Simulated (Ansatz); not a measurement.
A nudged elastic band was laid between two geometries of CH$_{3}$AlSe (6 atoms, charge 0, multiplicity 1).

Level of theory: UKS PBE0-D4/def2-SVP (Ansatz).

```yaml
movable_images: 9
climbing_image: yes
spring: 0.1 eV/Å²
optimiser: quadratic models (default)
start_path: through a guess of the saddle point
force_threshold: 0.05 eV/Å
iteration_limit: 60
end_points: relaxed
```

Image 0:

```xyz
6
Properties=species:S:1:pos:R:3
C -0.242 -0.079 -0.774
Al 0.247 0.429 1.018
Se 0.476 -1.690 0.305
H -1.281 -0.256 -1.080
H 0.399 0.115 -1.643
H 0.402 1.481 2.175
```

Image 10:

```xyz
6
Properties=species:S:1:pos:R:3
C 0.544 0.230 -0.794
Al 0.378 0.752 0.900
Se -0.313 -1.399 -0.145
H -1.774 -1.222 -0.455
H 0.834 0.258 -1.843
H 0.331 1.380 2.336
```

Question: What changes between the two ends?

Answer: Bonds broken: C1–H4. Bonds formed: Se3–H4.

Question: What energy profile does the band end with?

Answer: The forces met the threshold. The highest image is number 6 of 0 to 10, 3.30 eV above the first end and 1.14 eV above the last; the last end lies 2.16 eV above the first. Another band between the same ends (9 images) ends at a top of the same energy, where a vibrational analysis finds 1 clearly imaginary mode. The orbitals stay closed-shell, which can raise the energy where a bond breaks towards radicals; this wasn't checked here.

```json
{"image": "0", "path coordinate (Å)": "0.00", "energy (eV)": "0.00", "C1–H4 (Å)": "1.10", "Se3–H4 (Å)": "2.66"}
{"image": "1", "path coordinate (Å)": "0.21", "energy (eV)": "0.11", "C1–H4 (Å)": "1.09", "Se3–H4 (Å)": "2.48"}
{"image": "2", "path coordinate (Å)": "0.43", "energy (eV)": "0.47", "C1–H4 (Å)": "1.08", "Se3–H4 (Å)": "2.28"}
{"image": "3", "path coordinate (Å)": "0.66", "energy (eV)": "1.09", "C1–H4 (Å)": "1.12", "Se3–H4 (Å)": "2.06"}
{"image": "4", "path coordinate (Å)": "0.89", "energy (eV)": "2.03", "C1–H4 (Å)": "1.26", "Se3–H4 (Å)": "1.83"}
{"image": "5", "path coordinate (Å)": "1.14", "energy (eV)": "3.00", "C1–H4 (Å)": "1.52", "Se3–H4 (Å)": "1.64"}
{"image": "6", "path coordinate (Å)": "1.39", "energy (eV)": "3.30", "C1–H4 (Å)": "1.84", "Se3–H4 (Å)": "1.50"}
{"image": "7", "path coordinate (Å)": "1.66", "energy (eV)": "3.10", "C1–H4 (Å)": "2.11", "Se3–H4 (Å)": "1.45"}
{"image": "8", "path coordinate (Å)": "1.92", "energy (eV)": "2.66", "C1–H4 (Å)": "2.32", "Se3–H4 (Å)": "1.45"}
{"image": "9", "path coordinate (Å)": "2.17", "energy (eV)": "2.28", "C1–H4 (Å)": "2.53", "Se3–H4 (Å)": "1.47"}
{"image": "10", "path coordinate (Å)": "2.41", "energy (eV)": "2.16", "C1–H4 (Å)": "2.76", "Se3–H4 (Å)": "1.50"}
```

Question: What is the geometry of the highest image?

Answer: 
```xyz
6
Properties=species:S:1:pos:R:3
C 0.009 0.449 -0.908
Al 0.312 0.584 0.892
Se -0.105 -1.697 0.155
H -1.163 -0.935 -0.593
H 0.569 0.308 -1.842
H 0.379 1.290 2.295
```

The band took 9 iterations and of the order of 5 core-minutes.

Time of the run: 2.5 min on 2 threads of Intel(R) Xeon(R) Platinum 8488C (Sapphire Rapids), with other jobs on the host, peak memory 0.27 GiB.
